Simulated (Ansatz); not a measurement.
Computed with Ansatz on PBE0-D4/def2-TZVP structures; ΔE is electronic, products minus reactants. CCSD(T)/CBS is the MP2 limit (def2-TZVPP, def2-QZVPP) plus CCSD(T) − MP2 in def2-TZVPP, frozen cores. This one scheme is used for every species. DFT in def2-TZVPP. B3LYP here is the variant with VWN-RPA as its local correlation; programs differ in this. One conformer a species, not always the lowest.

Consider the ligand exchange at the Al–O bond: `C=C([SiH3])[O][AlH][F]` + `N[SiH3]` → `[F][AlH][NH][SiH3]` + `C=C(O)[SiH3]`.

```
             level  ΔE (kJ/mol)  difference from CCSD(T)/CBS
            PBE-D4         25.2                         -2.8
         r2SCAN-D4         28.0                          0.0
           PBE0-D4         26.9                         -1.1
          B3LYP-D4         33.4                          5.4
           ωB97X-V         29.2                          1.2
           ωB97M-V         28.6                          0.6
            B2PLYP         30.9                          2.9
               PBE         23.8                         -4.2
            r2SCAN         27.5                         -0.5
              PBE0         25.5                         -2.5
             B3LYP         31.3                          3.3
     HF/def2-TZVPP         36.0                          8.0
    MP2/def2-TZVPP         29.1                          1.1
SCS-MP2/def2-TZVPP         29.9                          1.9
   CCSD/def2-TZVPP         29.1                          1.1
CCSD(T)/def2-TZVPP         27.7                         -0.3
     HF/def2-QZVPP         36.3                          8.3
    MP2/def2-QZVPP         29.4                          1.4
SCS-MP2/def2-QZVPP         30.1                          2.1
      HF/CBS(def2)         36.3                          8.3
     MP2/CBS(def2)         29.5                          1.5
    CCSD/CBS(def2)         29.4                          1.4
       CCSD(T)/CBS         28.0                            0
```

Largest T1 diagnostic among the species: 0.013.

In def2-TZVPP, CCSD(T) changes the Hartree–Fock value by −8.4 kJ/mol (the triples alone add −1.4 kJ/mol) and MP2 by −6.9 kJ/mol.
